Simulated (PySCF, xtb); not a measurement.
AuH₆N₂, SMILES [NH3]->[Au][NH3+], charge +1, multiplicity 1.

xtb with GFN2-xTB at its own geometry gives an orbital gap of 6.63 eV.

The structure is a stationary point at PBE0-D3(BJ)/def2-SVP. The multiplicity is an assumed one; other spin states were not compared. The def2 effective core potentials stand for the cores of Au; spin–orbit coupling is left out.

Q: What does M06-2X/def2-TZVPD (PySCF) give? (An estimate is asked for; the answer gives what the named calculation found.)

A: gap 9.48 eV (levels -13.70 and -4.23 eV).
